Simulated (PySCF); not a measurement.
MoO2FBr, SMILES [O]=[Mo](=[O])([F])[Br], multiplicity 1. The structure is a stationary point at B3LYP-D3(BJ)/def2-SVP. The multiplicity is an assumed one; no other spin state was optimised. The structure was generated by enumeration; whether it is a known compound was not checked. The def2 effective core potentials stand for the cores of Mo; spin–orbit coupling is left out.

Calculation: PySCF with B3LYP-D3(BJ)/def2-SVP.

Harmonic wavenumbers (cm⁻¹): 136, 174, 224, 237, 317, 385, 720, 1039, 1063. Rotational constants (GHz): 3.724, 1.186, 1.132; symmetry number 1.

Problem. Work out the zero-point energy and the ideal-gas rigid-rotor harmonic-oscillator thermochemistry at 298.15 K and 1 atm.

Solution. ZPE = ½ Σ hcν = ½ × 4294 cm⁻¹ = 6.14 kcal/mol. H − E(el) = 10.51 kcal/mol. Entropy in cal/(mol K): translation 42.16, rotation 28.55, vibration 11.80, total 82.51. G − E(el) = -14.09 kcal/mol. Cp = 19.92 cal/(mol K). Modes under 150 cm⁻¹ make the vibrational entropy uncertain.
